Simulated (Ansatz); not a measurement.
## Reading a saddle point

A first-order saddle point of GaH5S, singlet, PBE0-D4/def2-TZVP, with one imaginary mode of 1094i cm⁻¹:

Ga1  (-0.434, -0.741, 0.313)
S2  (-0.172, 1.376, -0.928)
H3  (-1.204, -1.702, -0.633)
H4  (-0.550, -0.429, 1.830)
H5  (0.907, 0.199, -0.596)
H6  (1.232, -0.769, -0.139)
H7  (0.222, 2.067, 0.154)
(Å)

Ansatz 0.2.0; basis: def2-TZVPP and def2-QZVPP; cores frozen in the correlated methods. Filled d shells of the heavier atoms are correlated. The def2 sets are not built for correlating such inner shells, so the correlated values are less sure here. Extrapolation: Hartree–Fock as exp(−7.88 √X), correlation as X^−2.97.

Which contacts change along the imaginary mode, and what lies on either side? (Judge from chemistry; the calculation decides.)

Computed: The step is GaH₃S ([SH][GaH2]) + H₂ → GaH₃ + H₂S (still joined by a long Ga–S bond), with the molecules in contact on both sides. Shortening one way: Ga1–H6, S2–H5; lengthening the same way: Ga1–S2, H5–H6.
```json
{"pair": "Ga1–H6", "one side (Å)": "2.79", "saddle (Å)": "1.73", "other side (Å)": "1.58"}
{"pair": "S2–H5", "one side (Å)": "3.44", "saddle (Å)": "1.63", "other side (Å)": "1.34"}
{"pair": "Ga1–S2", "one side (Å)": "2.20", "saddle (Å)": "2.47", "other side (Å)": "2.60"}
{"pair": "H5–H6", "one side (Å)": "0.75", "saddle (Å)": "1.12", "other side (Å)": "3.20"}
```

Which side is lower, and how far does the saddle lie above each? (An estimate is asked for; the value comes from the calculation.)

The calculation gives: The side with Ga1–S2, H5–H6 short is lower by 0.472 eV; the saddle lies 1.268 eV above it and 0.796 eV above the other (CCSD(T) at an estimated basis limit (MP2 extrapolated from triple and quadruple zeta, plus CCSD(T) − MP2 in triple zeta); electronic energies).

No T1 diagnostic of these runs exceeds 0.014.

Labels in which every atom is bracketed show which atoms are joined, not bond orders.

For scale, one of the runs: CCSD(T)/def2-TZVPP, 160 basis functions, launched by `ansatz run in.yaml --threads 2 --pin off --events-out ev --progress --plain --max-ram 4352MiB`. The run took 20 s on 2 CPU threads of an Intel Xeon Platinum 8259CL (shared host), with 1.1 GiB of host memory at its peak.
